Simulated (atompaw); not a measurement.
# arsenic (As) PAW (atompaw): all-electron and pseudo phase curves

* Element: arsenic (As)
* Generator: atompaw 4.2.0.5
* Type: PAW
* Functional: LDA (PW92)
* Relativity: scalar-relativistic
* Frozen core: [Ne] 3s2
* Valence charge: 21
* Reference configuration: 3p6 3d10 4s2 4p2.5 (charge +0.5)
* Partial waves: 4s (bound): rc 1.20 bohr; 4s channel at -0.75 Ry: rc 1.20 bohr; 3p (bound): rc 0.95 bohr; 4p (bound): rc 1.20 bohr; 3d (bound): rc 1.20 bohr; 3d channel at -2.6 Ry: rc 1.20 bohr; 4f channel at 0.15 Ry: rc 1.20 bohr; 4f channel at 2.55 Ry: rc 1.20 bohr
* Local potential: bessel scheme, radius 1.10 bohr
* Core correction: smooth core density matched at 1.15 bohr
* Augmentation charge: sinc compensation charge, radius 1.05 bohr; PAW radius 1.20 bohr; waves and projectors: custom rrkj vanderbiltortho

The phase is arctan(r·u′/u) with u = r·R(r), unwrapped; energies in Ry, scanned from -12 to 5 Ry. A pole is an energy at which the radial function vanishes at the test radius. The pseudo phase is shifted by a multiple of π to meet the all-electron one at the reference energy, and phase errors are pseudo minus all-electron; the curves can meet again beyond the range given. Levels narrower than the energy grid can be missing from the lists of poles.

```json
{"channel": "s", "radius (bohr)": "1.21", "reference energy (Ry)": "-1.39", "poles, all-electron": "none", "poles, pseudo": "none", "unbroken range about the reference energy with phases within 0.05 rad": "above -11.9", "phase error 1 Ry above the reference energy (rad)": "-0.000"}
{"channel": "p", "radius (bohr)": "1.21", "reference energy (Ry)": "-0.68", "poles, all-electron": "-9.32", "poles, pseudo": "-9.32", "unbroken range about the reference energy with phases within 0.05 rad": "the whole range", "phase error 1 Ry above the reference energy (rad)": "+0.000"}
{"channel": "d", "radius (bohr)": "1.21", "reference energy (Ry)": "-3.35", "poles, all-electron": "-2.15", "poles, pseudo": "-2.15", "unbroken range about the reference energy with phases within 0.05 rad": "the whole range", "phase error 1 Ry above the reference energy (rad)": "+0.000"}
{"channel": "f", "radius (bohr)": "1.21", "reference energy (Ry)": "0.15", "poles, all-electron": "none", "poles, pseudo": "none", "unbroken range about the reference energy with phases within 0.05 rad": "the whole range", "phase error 1 Ry above the reference energy (rad)": "+0.000"}
```

Note: ghost state, extra bound levels that the all-electron valence spectrum of the same l lacks: s at -178.2 eV. A true bound ghost makes a file unfit for plane-wave use.

Phases in the s channel:

```tsv
E (Ry)	all-electron	pseudo
-12.00	1.416	1.473
-11.76	1.406	1.450
-11.52	1.396	1.431
-11.28	1.388	1.415
-11.04	1.380	1.402
-10.80	1.372	1.390
-10.56	1.365	1.380
-10.32	1.358	1.371
-10.08	1.351	1.362
-9.84	1.345	1.354
-9.60	1.339	1.346
-9.36	1.332	1.339
-9.12	1.326	1.332
-8.88	1.320	1.325
-8.64	1.314	1.318
-8.40	1.307	1.311
-8.16	1.301	1.304
-7.92	1.295	1.297
-7.68	1.288	1.290
-7.44	1.281	1.283
-7.20	1.275	1.276
-6.96	1.268	1.269
-6.72	1.260	1.261
-6.48	1.253	1.254
-6.24	1.245	1.246
-6.00	1.237	1.238
-5.76	1.228	1.229
-5.52	1.220	1.220
-5.28	1.210	1.211
-5.04	1.201	1.201
-4.80	1.191	1.191
-4.56	1.180	1.180
-4.32	1.169	1.169
-4.08	1.157	1.157
-3.84	1.144	1.144
-3.60	1.131	1.131
-3.36	1.116	1.116
-3.12	1.101	1.101
-2.88	1.084	1.084
-2.64	1.066	1.066
-2.40	1.047	1.047
-2.16	1.026	1.026
-1.92	1.004	1.004
-1.68	0.980	0.979
-1.44	0.953	0.953
-1.20	0.923	0.923
-0.96	0.891	0.891
-0.72	0.856	0.856
-0.48	0.817	0.817
-0.24	0.773	0.773
0.00	0.725	0.725
0.24	0.672	0.672
0.48	0.612	0.612
0.72	0.546	0.546
0.96	0.473	0.473
1.20	0.393	0.393
1.44	0.305	0.305
1.68	0.210	0.210
1.92	0.109	0.109
2.16	0.003	0.004
2.40	-0.104	-0.103
2.64	-0.212	-0.211
2.88	-0.318	-0.316
3.12	-0.418	-0.416
3.36	-0.513	-0.510
3.60	-0.601	-0.598
3.84	-0.681	-0.677
4.08	-0.753	-0.750
4.32	-0.819	-0.815
4.56	-0.878	-0.874
4.80	-0.931	-0.927
```
